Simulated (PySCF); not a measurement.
# Co⁺: ionisation energy

Co⁺ [Ar] 3d8 (3F) → Co²⁺ [Ar] 3d7 (4F), as a difference of total energies. All numbers are calculated (PySCF 2.14, no relativity, point nucleus, in aug-cc-pVDZ). Correlated levels: valence: [Ar] frozen. The calculations carry no spin-orbit coupling.

Problem. Order these methods by the ionisation energy they give, lowest first.
A. SCS-MP2 (valence)
B. UHF
C. CCSD (valence)
D. MP2 (valence)

Solution. B (14.397 eV), C (16.467 eV), A (16.771 eV), D (16.908 eV).

These non-relativistic numbers lack the scalar-relativistic shift.

The reference lies between the lowest fine-structure levels, while these numbers refer to the centres of the terms.

Errors of the correlated levels include the incompleteness of this basis and the frozen core.

For comparison: 17.084 eV (measured; NIST Atomic Spectra Database, ionization energies).
